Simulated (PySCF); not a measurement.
**CsN⁻: one state, many levels of theory**

State: ⁴Σ⁻ (quartet), unpaired electrons σ ↑, π ↑↑. Set-up: PySCF, scalar-relativistic core potentials, basis sets Cs def2-SVPD with ECP46, N def2-SVPD. De refers to Cs⁻ + N in their high-spin ground configurations, without counterpoise correction. The functionals are run spin-unrestricted. A positive dipole points towards N; it is taken about the centre of mass and depends on that origin. Levels whose curve was spin-contaminated or gave no clean fit are not listed.

```tsv
Level	Re (Å)	ωe (cm⁻¹)	De (eV)	μ (D)	CPU s a point (SCF and correlation, without the integrals)
UHF-MP2	2.891	267	n/a	n/a	0.38
UHF-SCS-MP2	2.899	263	0.188	n/a	n/a
PBE	2.953	215	1.16	2.01	1.1
PW91	2.940	220	1.20	1.87	1.2
r²SCAN	2.960	211	0.90	2.20	0.92
PBE0	2.909	228	0.82	1.71	0.82
M06	2.900	226	0.75	3.75	3.5
M06-2X	2.975	182	0.52	-0.26	1
ωB97X	2.893	251	0.59	1.98	0.72
```

The bond length runs from 2.891 Å (UHF-MP2) to 2.975 Å (M06-2X). De spans 0.19 eV (UHF-SCS-MP2, perturbation theory) to 1.20 eV (PW91, GGA).

Correlated steps freeze 1 core orbital. Correlated levels converge slowly with the basis: in double zeta they bind strong bonds too weakly, by up to about 1 eV, and carry superposition errors of some tenths. These are scalar-relativistic numbers at best; spin–orbit coupling would shift them, the dissociation energy most. For an ion De counts to the pair picked by the measured ionisation energies or electron affinities, which need not be the lowest pair at this level. Counting both spins, an empty level lies below a filled one in some of these solutions, because spin and occupation are held. The highest Kohn–Sham level is positive in this anion. Much of that is self-interaction error, but it also means that the finite basis helps to hold the extra electron. The state is the lowest determinant that a PBE0 search found; another state may lie lower at other levels.

The whole job (state search and all levels along the bond) took about 3 min on 1 thread of Arm Neoverse V1 (shared host), peak memory 0.59 GiB.
